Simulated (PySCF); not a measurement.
propyl acetate: calculation and literature

Geometry:
```tsv
atom	x (Å)	y (Å)	z (Å)
C1	-2.752	-0.354	-0.002
C2	-1.268	-0.641	0.181
C3	-0.503	0.625	0.561
O4	0.881	0.355	0.783
C5	1.682	0.332	-0.288
C6	3.105	0.050	0.117
O7	1.308	0.532	-1.413
H8	-2.904	0.378	-0.792
H9	-3.278	-1.266	-0.273
H10	-3.184	0.034	0.917
H11	-1.125	-1.389	0.964
H12	-0.850	-1.034	-0.747
H13	-0.870	1.036	1.504
H14	-0.599	1.373	-0.234
H15	3.675	-0.276	-0.747
H16	3.545	0.964	0.509
H17	3.128	-0.704	0.899
```

Measured values that the calculation should reproduce: δ 13C C3 66.2; C2 22.4; C1 10.5; δ 1H H13/H14 4.02; H11/H12 1.65; H8/H9/H10 0.95 ppm (measured; solution, not stated per compound (mostly CDCl3 or CCl4); Pretsch, Buehlmann, Badertscher, Structure Determination of Organic Compounds, 4th ed. (2009)).

Rapidly exchanging positions averaged, gas phase, a single conformation, non-relativistic Hamiltonian. Geometry from GFN2-xTB; NMR shieldings at PBE0/pcSseg-1/GIAO; PySCF.

Task: Set the calculated values beside the experiment.

Result: 
Reference values: measured (solution, not stated per compound (mostly CDCl3 or CCl4); Pretsch, Buehlmann, Badertscher, Structure Determination of Organic Compounds, 4th ed. (2009)).
| atoms | quantity | reference | computed | computed, scaled |
| --- | --- | --- | --- | --- |
| C3 | δ 13C | 66.2 | 69.2 | 65.5 |
| C2 | δ 13C | 22.4 | 26.0 | 23.3 |
| C1 | δ 13C | 10.5 | 11.2 | 8.8 |
| H13/H14 | δ 1H | 4.02 | 4.14 | 4.01 |
| H11/H12 | δ 1H | 1.65 | 1.70 | 1.70 |
| H8/H9/H10 | δ 1H | 0.95 | 0.91 | 0.96 |

Computed shifts are σ(ref) − σ with the named reference compound (TMS for H and C) calculated as an isolated molecule at the same level. The measured values may be among those fitted. Shieldings were converted by linear fits to measured shifts (mostly CDCl3, TMS scale, for H and C): 13C: δ = 180.61 − 0.978σ (rms 2.1 ppm, 210 shifts, 2.3 ppm with the 2 outliers that the fit left out); 1H: δ = 30.01 − 0.943σ (rms 0.16 ppm, 131 shifts, 0.17 ppm with the 2 outliers that the fit left out). A few per cent of atoms miss by over 2 rms, more outside the fitted compound classes.

Task: How far are the unscaled 13C shifts from the references?

Result: Mean signed difference +2.43 ppm, mean absolute 2.43 ppm over 3 comparisons; the largest is +3.6 ppm at C2 (sp3 CH2).

Task: How far are the unscaled 1H shifts from the references?

Result: Mean signed difference +0.04 ppm, mean absolute 0.07 ppm over 3 comparisons; the largest is +0.12 ppm at H13/H14 (hydrogen on an sp3 CH2 bonded to O).
